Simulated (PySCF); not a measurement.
Ga(Cl)3 cation (Cl3Ga), SMILES [Cl][Ga]([Cl])[Cl] (connectivity only; charge and spin as stated), charge +1, multiplicity 2.

The structure is a stationary point at B3LYP-D3(BJ)/def2-SVP. The multiplicity is an assumed one; other spin states were not compared. The isomer is the one that the SMILES or the coordinates give; other isomers of the formula were not compared.

Computed with PySCF with TDA-LC-ωPBE/def2-SVPD.

Vertical excitations. Gas-phase values at a fixed geometry.

```
state    energy (eV)  λ (nm)      f                                main pairs
-------  -----------  ------  -----  ----------------------------------------
root 1          1.12    1111  0.000                        β HOMO−3→LUMO 99 %
root 2          2.02     613  0.000                        β HOMO−4→LUMO 87 %
root 3          2.19     567  0.000      β HOMO−5→LUMO 69 %, β HOMO→LUMO 30 %
root 4          2.27     546  0.105                        β HOMO−2→LUMO 89 %
root 5          4.21     295  0.000                        β HOMO−1→LUMO 88 %
root 6          4.27     291  0.000      β HOMO→LUMO 70 %, β HOMO−5→LUMO 30 %
root 7          4.38     283  0.079    β HOMO−6→LUMO 69 %, β HOMO−7→LUMO 24 %
root 8          5.39     230  0.000      α HOMO→LUMO 52 %, β HOMO→LUMO+1 42 %
root 9          5.48     226  0.000  α HOMO−1→LUMO 54 %, β HOMO−1→LUMO+1 40 %
root 10         6.04     205  0.045      α HOMO→LUMO 41 %, β HOMO→LUMO+1 51 %
```
Unrestricted roots are not spin-pure.
